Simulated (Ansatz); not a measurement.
A made-up structure of BSiH$_{4}$OF, closed shell:

```tsv
atom	x (Å)	y (Å)	z (Å)
O1	1.2831	0.7585	-1.0929
B2	-1.1444	-0.1401	0.3553
F3	1.9616	-0.9661	0.7821
Si4	0.8321	-0.0346	-0.1013
H5	2.2404	0.7176	-1.2073
H6	-1.3057	0.1796	1.4481
H7	-1.7741	0.5362	-0.3292
H8	-1.5090	-1.2254	0.2470
```

It is relaxed with PBE-D4/def2-SVP and then PBE0-D4/def2-TZVP (Ansatz 0.2.0). Atoms count as bonded within 1.22 times the sum of their covalent radii (H–H: 0.88 Å). The end point is not checked to be a true minimum.

Task: Does its bonding change? (A judgement: the text doesn't fix the answer.)

Result: By the calculation: No: no bond forms or breaks.

Where it ends: The first stage lowers the energy by 3.41 eV in 8 steps. It ends as BSiH₄OF ([BH3][Si]([OH])[F]):
```csv
atom,x (Å),y (Å),z (Å)
O1,1.4005,0.9055,-1.0006
B2,-1.2364,-0.2537,0.2658
F3,1.7102,-1.0986,0.5517
Si4,0.5994,-0.2620,-0.2233
H5,2.3516,0.9923,-0.8919
H6,-0.7449,0.4359,1.1922
H7,-1.8936,0.4214,-0.4712
H8,-1.6028,-1.3150,0.6789
```

Labels in which every atom is bracketed show which atoms are joined, not bond orders.

For scale, one of the runs: PBE0-D4/def2-TZVP relaxation, 154 basis functions, launched by `ansatz run in.yaml --threads 2 --pin off --events-out ev --progress --plain --max-ram 4352MiB`. Hardware: 2 CPU threads of an Arm Neoverse V2, shared host. Wall time about 77 s.
